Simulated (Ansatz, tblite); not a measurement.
Isomers of Li7H7 (singlet), found by a short tight-binding search and relaxed with PBE-D4/def2-TZVP in Ansatz.

The xTB rows come from tblite. Correlated methods freeze no core orbitals; core or outer-core shells of Li are correlated, in sets that lack core-valence functions.

Run but left out: HF/def2-TZVPP (A: restricted singlet, unstable towards broken spin symmetry); BHLYP-D4/def2-TZVP (A: restricted singlet, unstable in another Hartree–Fock run and untested here).

A: The restricted singlet is unstable towards broken spin symmetry in Hartree–Fock (as tested in another run); at PBE-D4/def2-TZVP, r2SCAN-D4/def2-TZVP, r2SCANh-D4/def2-TZVP, PBE0-D4/def2-TZVP this wasn't settled. At CCSD(T)/def2-TZVPP the restricted singlet (for correlated methods, its reference) is unstable: a solution with broken spin symmetry lies lower.

Other spin states weren't relaxed.

A:

```xyz
14

Li    0.269    1.111    2.174
Li   -0.478    1.439   -0.597
Li    1.764   -0.725    0.722
Li   -0.101   -2.438   -1.097
Li   -1.707   -0.798   -1.962
Li   -0.967   -0.679    1.056
Li    0.678   -0.264   -2.385
H     0.592   -0.601    2.175
H    -1.050    1.197    1.057
H     1.874    2.085    1.638
H    -0.865    0.771   -2.147
H    -1.542   -1.642   -0.325
H     1.857    2.294    2.385
H    -0.323   -1.750   -2.694
```

B:

```xyz
14

Li    2.337    0.497   -0.166
Li   -1.947   -0.330   -0.872
Li    1.074   -0.391    1.814
Li   -0.236    1.507    0.939
Li    0.048    0.818   -1.993
Li    0.991   -1.334   -1.283
Li   -2.100   -0.714    1.826
H     1.534    1.282    1.200
H    -0.611   -0.894   -1.946
H     1.731   -1.229    0.373
H    -2.921   -0.988    0.404
H    -0.611    0.075    2.147
H     1.736    0.344   -1.796
H    -1.025    1.356   -0.645
```

Question: Estimate their order by electronic energy at PBE0-D4/def2-TZVP, counted from the lowest.

Answer: B (0.00) < A (2.01), in eV.

Question: Do the other levels pick the same lowest one?

Answer: All that were run do. Energies above each level's lowest (eV):

```tsv
level	A	B
GFN1-xTB	1.72	0.00
PBE-D4/def2-TZVP	1.86	0.00
r2SCAN-D4/def2-TZVP	2.09	0.00
r2SCANh-D4/def2-TZVP	2.12	0.00
PBE0-D4/def2-TZVP	2.01	0.00
MP2/def2-TZVPP	2.26	0.00
CCSD/def2-TZVPP	2.24	0.00
CCSD(T)/def2-TZVPP	2.15	0.00
```
Point groups (tolerance 0.1 Å): A not assigned, B not assigned. Lower isomers may exist.
